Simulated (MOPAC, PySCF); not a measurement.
H$_{2}$BCl, SMILES `ClB`, neutral singlet in the gas phase. 

Cartesian coordinates (Å):
```xyz
4

B     -0.1540     0.0036    -0.0003
Cl     1.5832    -0.0375     0.0024
H     -0.7394    -1.0317    -0.0004
H     -0.6897     1.0655    -0.0018
```
Charge 0, multiplicity 1.

All levels are single points at this geometry (r2SCAN-D4/def2-TZVP); Pople sets use spherical d functions. Orbital energies aren't observables, and empty levels follow the basis.

| level | HOMO (eV) | LUMO (eV) | gap (eV) | dipole (D) | vertical IE, Delta-SCF (eV) |
|---|---|---|---|---|---|
| PBE-D3(BJ)/def2-TZVP in PySCF | -7.27 | -2.84 | 4.43 | 0.39 | 11.05 |
| r2SCAN-D4/def2-TZVP in PySCF | -7.58 | -2.46 | 5.12 | 0.52 | 11.19 |
| B3LYP/3-21G in PySCF | -8.46 | -2.07 | 6.39 | 1.00 | – |
| B3LYP/6-311+G** in PySCF | -8.47 | -2.10 | 6.36 | 0.69 | – |
| BP86/6-31G* in PySCF | -7.28 | -2.69 | 4.59 | 0.54 | – |
| M06-2X/6-31G* in PySCF | -9.90 | -0.57 | 9.33 | 0.84 | – |
| PBE/6-31G* in PySCF | -7.16 | -2.62 | 4.54 | 0.53 | 11.05 |
| SVWN5/6-31G* in PySCF | -7.20 | -2.88 | 4.33 | 0.51 | 11.13 |
| HF/6-31G* in PySCF | -11.95 | 2.27 | 14.22 | 1.12 | 10.78 |
| HF/STO-3G in PySCF | -10.58 | 5.61 | 16.19 | 1.52 | – |
| AM1 in MOPAC | -11.04 | 1.06 | 12.10 | 1.25 | – |
| PM3 in MOPAC | -10.35 | -0.08 | 10.27 | 0.23 | – |
| PM7 in MOPAC | -10.87 | -0.98 | 9.89 | 1.53 | – |
